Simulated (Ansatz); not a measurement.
Reaction (redistribution): `[F][Sb]([F])[Cl]` + `[CH3][GeH2][F]` → `[F][Sb]([F])[F]` + `[CH3][GeH2][Cl]`

Program: Ansatz. Geometries: PBE0-D4/def2-TZVP. ΔE: electronic, gas phase. CCSD(T)/CBS adds triple-zeta CCSD(T) − MP2 to the extrapolated MP2 energy (def2 sets, frozen cores). DFT in def2-TZVPP. Elements past krypton have def2 core potentials. For Ge, Sb outer-core shells are correlated without core-valence functions, which leaves a few kJ/mol of doubt a bond. Scalar relativity is left out up to krypton.

`[F][Sb]([F])[Cl]`:

Z-matrix (Å, degrees):
```
Sb
F 1 1.892
Cl 1 2.320 2 96.2
F 1 1.892 2 94.2 3 -96.7
```

`[CH3][GeH2][F]`:

```xyz
8

C     0.504    0.830   -0.386
Ge   -0.487   -0.712    0.239
F     0.127   -1.080    1.834
H     0.170    1.113   -1.386
H     1.568    0.598   -0.423
H     0.347    1.671    0.289
H    -0.241   -1.978   -0.598
H    -1.988   -0.440    0.429
```

`[F][Sb]([F])[F]`:

```xyz
4

F     0.182    1.611    0.010
Sb   -0.600   -0.050    0.441
F    -0.616   -0.681   -1.337
F     1.035   -0.880    0.886
```

`[CH3][GeH2][Cl]`:

Z-matrix (Å, degrees):
```
C
Ge 1 1.940
H 1 1.090 2 109.8
H 1 1.090 2 109.8 3 120.0
H 1 1.092 2 109.9 3 -120.0
Cl 2 2.165 1 107.5 3 -59.9
H 2 1.536 1 112.8 3 56.8
H 2 1.536 1 112.8 3 -176.6
```

(1) Is it downhill or uphill in electronic energy at CCSD(T)/CBS, and by how much? (An estimate is asked.)

(2) What do these levels give: PBE-D4, r2SCAN-D4, r2SCANh-D4, BHLYP-D4, PBE-QIDH, revPBE, BLYP, r2SCAN, RPA@PBE/def2-TZVPP, MP2/def2-SVP, CCSD/def2-TZVPP, MP2/CBS(def2)? (An estimate is asked.)

Largest T1 diagnostic among the species: 0.015.

Results:

(1) Ansatz gave: Downhill: ΔE = -7.6 kJ/mol.

(2) The calculation gave: PBE-D4 -5.2, r2SCAN-D4 -5.5, r2SCANh-D4 -5.4, BHLYP-D4 -3.1, PBE-QIDH -6.5, revPBE -4.6, BLYP -2.5, r2SCAN -5.3, RPA@PBE/def2-TZVPP -6.7, MP2/def2-SVP -0.7, CCSD/def2-TZVPP -6.9, MP2/CBS(def2) -7.8 kJ/mol.

Leaving LDA and LC-ωPBE aside and taking each functional with its dispersion term where it has one, the values, not all of them listed here, spread over 5.1 kJ/mol, from ωB97X-V to BLYP-D4. At CCSD(T), def2-SVP lies +9.7 kJ/mol from the extrapolated value and def2-TZVPP +0.5 kJ/mol. In def2-TZVPP, CCSD(T) changes the Hartree–Fock value by −4.3 kJ/mol (the triples alone add −0.2 kJ/mol) and MP2 by −4.5 kJ/mol.
